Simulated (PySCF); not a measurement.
Cl2H4OSi2.

```xyz
9

Si    -2.2705    -0.4823     0.4489
O     -0.7868     0.0147     1.0554
Si     0.6779     0.3764     0.4334
Cl     0.4100     1.4718    -1.2824
Cl     1.6603    -1.3481    -0.0731
H     -2.0522    -1.3231    -0.7603
H     -3.0821     0.7126     0.0962
H     -2.9488    -1.2692     1.5096
H      1.4791     1.1400     1.4014
```
Charge 0, spin multiplicity 1.

The structure is a stationary point at ωB97X-D3(BJ)/def2-SVP. The values are those of a single conformer.

Method: PBE/pcSseg-1 (PySCF). Non-relativistic, no solvent.

Give the absolute GIAO shielding of each atom: isotropic value and principal components (ppm). (An estimate is asked for; the answer gives what the named calculation found.)


```
atom  σ(iso)    σ11    σ22    σ33   span
----  ------  -----  -----  -----  -----
Si1    370.6  324.0  342.4  445.4  121.5
O2     248.7  179.9  273.7  292.5  112.6
Si3    348.6  329.7  348.5  367.7   37.9
Cl4    795.0  667.3  745.4  972.4  305.0
Cl5    794.2  651.9  756.3  974.4  322.6
H6      25.9   22.4   25.1   30.2    7.9
H7      26.0   22.5   24.5   31.1    8.5
H8      26.2   22.8   24.3   31.4    8.6
H9      25.4   21.7   22.6   32.0   10.3
```
